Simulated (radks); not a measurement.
The numbers below are computed, except where a source is named.
Cs VIII, 48 electrons, occupied as [Kr] 4d10 5s2.

Code: a radial shooting solver on a logarithmic mesh with Libxc functionals. Model: non-relativistic Kohn-Sham, LDA (Slater exchange, Perdew-Wang correlation), spin-unpolarised, spherical densities, point nucleus; relativity is left out, which matters for an element this heavy.

Energy parts (eV):
part                      energy
total                 -205147.08
kinetic                205049.12
electron-nucleus      -482161.00
Hartree                 76801.58
exchange-correlation    -4836.78

Orbitals (lengths in bohr, moments of r in powers of bohr; r(max) is where P^2 peaks; r(90%) holds 90 % of the orbital's charge):
| orbital | occ. | eigenvalue (eV) | <r^4> | r(90%) | r(max) |
|---|---|---|---|---|---|
| 1s | 2 | -34289.54 | 2.639e-06 | 0.0492 | 0.01832 |
| 2s | 2 | -5314.772 | 0.0004636 | 0.182 | 0.1010 |
| 2p | 6 | -5015.994 | 0.0002999 | 0.164 | 0.07883 |
| 3s | 2 | -1174.272 | 0.01896 | 0.459 | 0.2864 |
| 3p | 6 | -1046.832 | 0.01794 | 0.454 | 0.2729 |
| 3d | 10 | -808.8567 | 0.01415 | 0.429 | 0.2210 |
| 4s | 2 | -290.9133 | 0.5041 | 1.04 | 0.6692 |
| 4p | 6 | -244.8568 | 0.6052 | 1.09 | 0.6833 |
| 4d | 10 | -164.8145 | 0.9708 | 1.23 | 0.7148 |
| 5s | 2 | -101.6505 | 11.10 | 2.24 | 1.503 |

The highest occupied level is 5s at -101.65 eV. Summed over all electrons, <r^2> = 20.27 bohr^2, which gives a Langevin (diamagnetic) susceptibility term of -16.1 x 10^-6 cm^3/mol. Virial ratio -V/T = 2.00048. The density falls to 0.001 e/bohr^3 at r = 2.84 bohr.
